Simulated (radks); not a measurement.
Values are calculated unless marked as measured or tabulated.
Excited configurations of Au III: one electron is placed in a higher orbital outside [Xe] 4f14 5d8. The ground configuration is [Xe] 4f14 5d9. Code: a radial shooting solver on a logarithmic mesh with Libxc functionals. Model: non-relativistic Kohn-Sham, PBE, spin-unpolarised, spherical densities, point nucleus; relativity is left out, which matters for an element this heavy. Excitation = E - E(ground); binding = E(ion) - E, where the ion is the core of charge +3; n* = 3/sqrt(2 binding) in atomic units, and the quantum defect is n - n*.

| outer orbital | excitation (eV) | binding (eV) | n* | quantum defect | eigenvalue (eV) | <r> (bohr) |
|---|---|---|---|---|---|---|
| 5f | 26.554 | 8.234 | 3.856 | 1.144 | -6.358 | 5.253 |
| 6s | 9.540 | 25.249 | 2.202 | 3.798 | -21.135 | 2.636 |
| 6p | 15.615 | 19.173 | 2.527 | 3.473 | -15.704 | 3.101 |
| 6d | 23.250 | 11.539 | 3.258 | 2.742 | -9.367 | 4.527 |
| 6f | 29.182 | 5.607 | 4.673 | 1.327 | -4.583 | 9.030 |
| 7s | 23.084 | 11.705 | 3.234 | 3.766 | -10.025 | 5.418 |
| 7p | 25.018 | 9.770 | 3.540 | 3.460 | -8.323 | 6.200 |
| 7d | 27.884 | 6.905 | 4.211 | 2.789 | -5.815 | 8.226 |
| 7f | 30.845 | 3.944 | 5.572 | 1.428 | -3.330 | 13.89 |

The Delta-SCF ionisation energy is 34.788 eV (NIST Atomic Spectra Database: 30 eV, theoretical). Self-interaction in the functional shifts the binding energies and quantum defects, so they are the method's values and not measured ones. Relativity is left out here, which matters for elements this heavy. Spin polarisation and multiplet splitting are left out, so open shells lie too high by an amount that depends on their filling.

Beside tabulated values, note that spin-unpolarised runs miss the spin-polarisation part of the exchange energy of open shells.
